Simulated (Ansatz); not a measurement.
Ansatz results at the PBE0-D4/def2-TZVP geometry: HOMO energy (PBE/def2-TZVPP) -5.24 eV; HOMO energy (B3LYP/def2-TZVPP) -6.18 eV; size of the dipole moment (PBE/def2-TZVPP) 0.60 D.

(1) Which molecule gave them?
A. `CN[BH][GeH3]`
B. `ClB1O[SiH2]S1`
C. `C[C]1=[CH][AlH]1`
D. `[CH3][Al]1[CH]=[CH]1`

## Answers

(1) C. The others give `CN[BH][GeH3]`: -6.54, -7.55, 2.97; `ClB1O[SiH2]S1`: -6.88, -7.83, 1.92; `[CH3][Al]1[CH]=[CH]1`: -5.07, -6.06, 1.64.

B3LYP here is the variant with VWN-RPA as its local correlation; programs differ in this.
